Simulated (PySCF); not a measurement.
**Finite-field polarisability of Sb- (antimony, charge -1)**

[Kr] 4d10 5s2 5p4, high-spin 3P determinant. Computed with PySCF 2.14 in x2c-TZVPPall with one added diffuse shell each of s, p, d, f type (9s7p5d3f, 76 functions), with scalar relativity by spin-free X2C-1e. Frozen: [Kr] 4d10. Energy changes in a uniform field (μhartree):

```tsv
axis	F (au)	HF	MP2	CCSD	CCSD(T)
x	0.0015	-106.118	-113.202	-113.292	-115.451
x	0.003	-424.666	-453.011	-453.392	-462.033
y	0.0012	-94.391	-99.727	-100.857	-103.036
y	0.0024	-377.889	-398.951	-403.656	-412.335
```

By symmetry the remaining axis equals x.

Q: Derive α along x at CCSD(T) from the two fields.

A: With ΔE = −αF²/2 − γF⁴/24, α = −(16 ΔE(F) − ΔE(2F))/(6F²) = 102.6 bohr³.

Q: And the mean polarisability at each level?

A: The components xx, yy, zz at CCSD(T) are 102.6, 143.1, 102.6, the third axis being equal by symmetry to one of the two computed. Means: HF 106.6, MP2 113.2, CCSD 113.8, CCSD(T) 116.1 bohr³.

The polarisability of an anion needs two sets of diffuse s and p functions; this basis lacks them, so these values show the method and not the converged property.
